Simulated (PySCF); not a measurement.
How methods differ on the ionisation energy of Te

Te [Kr] 4d10 5s2 5p4 (3P) → Te⁺ [Kr] 4d10 5s2 5p3 (4S), as a difference of total energies. Computed with PySCF 2.14 in x2c-TZVPPall, with the spin-free X2C one-electron Hamiltonian (Gaussian nucleus). Correlated levels: valence: [Kr] 4d10 frozen. The calculations carry no spin-orbit coupling.

```json
{"method": "UHF", "ionisation energy (eV)": "7.751"}
{"method": "MP2 (valence)", "ionisation energy (eV)": "8.336"}
{"method": "SCS-MP2 (valence)", "ionisation energy (eV)": "8.388"}
{"method": "CCSD (valence)", "ionisation energy (eV)": "8.455"}
{"method": "CCSD(T) (valence)", "ionisation energy (eV)": "8.478"}
{"method": "CCSDT (valence)", "ionisation energy (eV)": "8.481"}
```

Question: How much does correlation contribute at CCSD(T) (valence)?

Answer: 8.478 − (7.751) = 0.727 eV, measured against UHF.

Errors of the correlated levels include the incompleteness of this basis and the frozen core.

For comparison: 8.749 eV (measured; NIST levels, between the centres of gravity of the two terms).
